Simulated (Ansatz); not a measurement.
`[CH3][Ge]1([AlH2])[CH]=[CH]1`. Total charge 0; spin multiplicity 1. All single points use the PBE0-D4/def2-TZVP geometry.

```xyz
12

C     0.213    1.627   -1.109
Ge   -0.062    0.034    0.005
Al   -2.057   -0.513    1.290
C     1.099   -1.474   -0.434
C     1.585   -0.836    0.596
H    -0.521    1.664   -1.915
H     0.121    2.535   -0.512
H     1.214    1.584   -1.541
H    -3.331    0.437    1.315
H    -2.048   -1.867    2.117
H     1.346   -2.316   -1.069
H     2.442   -0.875    1.257
```

Task: What is the dipole moment at PBE/def2-TZVPP? (Best estimate.)

Result: Computed: 0.80 D, with components (0.55, 0.33, -0.47) D in this frame, pointing from negative to positive charge.

Task: And with r2SCAN, B3LYP, ωB97M-V? (An estimate is asked.)

Result: The calculation gave: r2SCAN 0.75 D, B3LYP 0.60 D, ωB97M-V 0.47 D.

Task: Give the Mulliken charges with PBE, r2SCAN, ωB97M-V in def2-TZVPP. (Best estimate.)

Result: The calculation gave: 
```tsv
atom	PBE	r2SCAN	ωB97M-V
C1	-0.37	-0.28	-0.42
Ge2	0.05	-0.01	0.02
Al3	0.29	0.45	0.34
C4	-0.15	-0.14	-0.18
C5	-0.15	-0.14	-0.18
H6	0.11	0.08	0.12
H7	0.11	0.08	0.12
H8	0.11	0.08	0.13
H9	-0.11	-0.16	-0.11
H10	-0.11	-0.15	-0.10
H11	0.12	0.10	0.13
H12	0.12	0.10	0.13
```

B3LYP here is the variant with VWN-RPA as its local correlation; programs differ in this.
